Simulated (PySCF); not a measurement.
Run record: geometry optimisation, bromocyclopentane, `C1CCC(C1)Br`.

Computed with PBE0-D3(BJ)/def2-SVP geometry optimisation, gas phase (PySCF 2.14.0). Start geometry: GFN2-xTB. A driver script takes a list of jobs; this job's settings line and coordinates (Å) are shown.

Input:
```
{"job": {"xc": "PBE0", "basis": "def2-SVP", "d3": "d3bj", "grid": 1, "maxiter": 30, "shake": 0.01, "kind": "geom"}, "charge": 0, "multiplicity": 1}
Br     1.295520     1.866780     1.180600
C      0.767680     0.874420    -0.440200
C      1.096430    -0.591060    -0.262540
C      0.016000    -1.129390     0.621190
C     -1.217710    -0.191600     0.393750
C     -0.740540     0.877480    -0.600230
H      1.316330     1.361880    -1.254730
H      2.115110    -0.736600     0.184750
H      1.105450    -1.062810    -1.216590
H      0.281470    -1.120570     1.682180
H     -0.267570    -2.163200     0.370830
H     -1.488280     0.292800     1.350540
H     -2.116790    -0.704920     0.019280
H     -0.987310     0.571190    -1.614180
H     -1.191140     1.838210    -0.421920
```

Question: Estimate the output.

Answer: 
```
step   0  E = -2769.13763220  max force = 0.033459
step   1  E = -2769.14143998  max force = 0.004791
step   2  E = -2769.14154356  max force = 0.000828
step   3  E = -2769.14155528  max force = 0.000281
optimisation converged
```

Energies in Eh; «max force» is the largest Cartesian gradient component in Eh/bohr.

Question: How much energy does the optimisation release, in kJ/mol?

Answer: E(step 0) − E(last step) = 0.003923 Eh, which is 10.3 kJ/mol.

Question: Give the first gradient maximum in eV/Å.

Answer: With 1 Eh/bohr = 51.422 eV/Å, 1.721 eV/Å.

Main results: final energy -2769.14156 Eh after 3 steps; dipole 2.12 D.

Question: Estimate the wall time. Hardware: AMD EPYC 7R43, one thread, shared host. And the peak memory of the process?

Answer: About 47 s, with 0.61 GiB resident at the peak, the Python interpreter and its libraries included.
Labels such as C1 count atoms from 1, the log's own numbers from 0.
